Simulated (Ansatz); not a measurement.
Total energies of `F[C@H]1[C@H](F)[C@@H](F)[C@@H]1F`.

| atom | x (Å) | y (Å) | z (Å) |
| --- | --- | --- | --- |
| F1 | -0.7883 | -2.1088 | 0.2842 |
| C2 | -0.7295 | -0.7496 | 0.2178 |
| C3 | -0.1498 | -0.1294 | -1.0500 |
| F4 | -1.0268 | 0.2943 | -2.0020 |
| C5 | 0.4972 | 0.9314 | -0.1643 |
| F6 | 1.7440 | 1.3612 | -0.5045 |
| C7 | 0.3821 | -0.0524 | 0.9964 |
| F8 | 0.0711 | 0.4532 | 2.2223 |
| H9 | -1.7100 | -0.3281 | 0.4568 |
| H10 | 0.6007 | -0.7808 | -1.5066 |
| H11 | -0.1624 | 1.7926 | -0.0253 |
| H12 | 1.2717 | -0.6837 | 1.0751 |

Charge 0, multiplicity 1. Geometry: relaxed with PBE0-D4/def2-TZVP. Basis def2-TZVPP, the Gaussian-basis code of Ansatz.

RPA on PBE orbitals: Hartree–Fock energy of these orbitals -551.65319 Eh, correlation -2.50234 Eh (frozen core).

```tsv
functional	energy without D4 (Eh)	D4 term (kJ/mol)
revPBE	-554.21503	-81.0
r2SCAN	-554.14450	-5.9
B97M-V	-554.25855	–
PBE0	-553.84003	-19.3
HSE06 (plane-wave form)	-553.81561	-17.8
CAM-B3LYP	-554.23025	-19.2
LC-ωPBE	-554.09007	–
ωB97X-V	-554.22924	–
B2PLYP	-554.04799	–
PBE-QIDH	-553.76638	–
```

Q: Give the same for LDA (SPW92), PBE, BLYP, B3LYP, r2SCANh, r2SCAN0, BHLYP, ωB97M-V. (Best estimate.)

A: Computed: 
| functional | energy without D4 (Eh) | D4 term (kJ/mol) |
| --- | --- | --- |
| LDA (SPW92) | -550.45863 | – |
| PBE | -553.82598 | -23.2 |
| BLYP | -554.29624 | -52.2 |
| B3LYP | -554.39765 | -36.9 |
| r2SCANh | -554.11626 | -6.1 |
| r2SCAN0 | -554.07590 | -6.7 |
| BHLYP | -554.15655 | -25.0 |
| ωB97M-V | -554.24648 | – |

B3LYP takes the VWN-RPA correlation (the form of Gaussian; ORCA's B3LYP/G). HSE06 is the plane-wave form, built on full-range PBE exchange. The double hybrids freeze the cores in their second-order part.

LC-ωPBE has ω = 0.4 bohr⁻¹.
